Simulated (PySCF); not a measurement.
**Unknowns**

- geometry from GFN2-xTB
- shielding tensors at PBE0/pcSseg-1 (GIAO)
- program: PySCF 2.14
- gas phase, fast rotation and ring inversion assumed for equivalent nuclei, one computed conformer, non-relativistic Hamiltonian

δ = σ(ref) − σ, references computed at the same level: $^{1}$H (σ = 31.72 ppm) and $^{13}$C (σ = 186.93 ppm) vs TMS. Splittings of carbon signals by F and P are missing where no couplings were computed. Where no couplings were computed, multiplicities follow the n + 1 count of equivalent neighbours, and m marks all less simple cases (inequivalent or close neighbours, rings, F or P nearby). Shifts are as computed. Against solution values, carbons near 30 ppm lie about +3 ppm off and those near 130 ppm about +5 ppm. Of 1309 compounds with measured shifts, 239 miss one by over three times the rms of a fit or turn the order of signals round; such compounds aren't used in these exercises.

(1) C$_{4}$H$_{5}$FN$_{2}$Si$_{2}$. $^{1}$H NMR (600 MHz, computed): δ 5.50 (m, 2H), 4.55 (s, 3H). $^{13}$C{$^{1}$H} NMR (computed): δ 152.2 (C), 151.5 (C), 122.5 (C), 122.2 (C). Identify the compound.

(2) C$_{8}$H$_{8}$F$_{2}$. $^{1}$H NMR (600 MHz, computed): δ 6.48 (m, 1H), 5.90 (m, 2H), 5.39 (m, 1H), 5.39 (m, 1H), 3.34 (d, 2H), 1.57 (t, 1H). $^{13}$C{$^{1}$H} NMR (computed): δ 168.2 (C), 146.1 (C), 128.0 (CH2), 123.5 (CH), 88.0 (C), 84.2 (CH2), 77.7 (CH), 25.7 (CH2). Give a structure.

Results:

(1) `InChI=1S/C4H5FN2Si2/c5-9-4(2-7)3(8)1-6/h9H2,8H3/b4-3+`. Rings plus π bonds: 5 (no ring in the answer). 4 carbon signals for 4 carbons: no two carbons are equivalent. Carbon types of the structure: 4 × C, leaving 5 H on heteroatoms. δC 152.2, 151.5: fully substituted alkene carbon; the olefinic region. δC 122.5, 122.2: nitrile carbon; C≡N carbons fall here, among the sp2 signals but without a proton. δH 5.50: hydrogen on a silicon bonded to C, F. δH 4.55: hydrogen on a silicon bonded to C.

The shifts were computed for this structure.

(2) SMILES C#CCC(=C)/C=C(/F)CF. Rings plus π bonds: 4 (no ring in the answer). 8 carbon signals for 8 carbons: no two carbons are equivalent. Carbon types of the structure: 3 × C, 2 × CH, 3 × CH2, which accounts for all hydrogens. δC 128.0: terminal =CH2 carbon; an sp2 carbon of a C=C bond. δC 123.5: alkene CH; an sp2 carbon of a C=C bond. δC 88.0: alkyne carbon; sp carbons lie upfield of alkene carbons because the cylindrical π system leaves one tensor component strongly shielded. δC 77.7: terminal alkyne carbon; sp carbons lie upfield of alkene carbons because the cylindrical π system leaves one tensor component strongly shielded.

This is the structure that produced the data.
